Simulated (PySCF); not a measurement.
How methods differ on the ionisation energy of Rh⁺

Rh⁺ [Kr] 4d8 (3F) → Rh²⁺ [Kr] 4d7 (4F), as a difference of total energies. All numbers are calculated (PySCF 2.14, the spin-free X2C one-electron Hamiltonian (Gaussian nucleus), in x2c-TZVPall). Correlated levels: valence: [Kr] frozen. The calculations carry no spin-orbit coupling.

| method | ionisation energy (eV) | difference from reference (eV) |
| --- | --- | --- |
| UHF | 16.162 | -1.918 |
| r2SCAN | 18.196 | +0.116 |
| PBE | 18.482 | +0.402 |
| MP2 (valence) | 17.434 | -0.646 |
| SCS-MP2 (valence) | 17.444 | -0.636 |

Reference: 18.08 eV (semi-empirical (NIST evaluation); NIST Atomic Spectra Database, ionization energies).

The reference lies between the lowest fine-structure levels, while these numbers refer to the centres of the terms.

Errors of the correlated levels include the incompleteness of this basis and the frozen core.
